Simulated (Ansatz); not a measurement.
Z-matrix (Å, degrees):
```
Si
N 1 1.6917
H 2 1.0044 1 122.61
H 2 1.0051 3 113.44 1 -179.86
C 1 1.6923 2 127.21 3 179.96
H 5 1.0826 1 124.88 2 0.12
H 5 1.0836 6 116.17 1 -179.97
H 1 1.4762 2 108.86 3 -0.04
```
Charge 0, multiplicity 1.

Method: frozen-core CCSD(T)/def2-TZVPP // PBE0-D3(BJ)/def2-TZVP run with Ansatz (a program for electronic structure).

```
Quantity                        Value
----------------------  -------------
HF energy               -384.18471 Ha
MP2 correlation energy    -0.50305 Ha
```

Q: Estimate the CCSD correlation energy, the (T) correction, the total energy and the T1 diagnostic.

A: 
CCSD correlation energy: -0.53344 Ha
(T) correction: -0.02225 Ha
CCSD(T) total energy: -384.74039 Ha
T1 diagnostic: 0.013
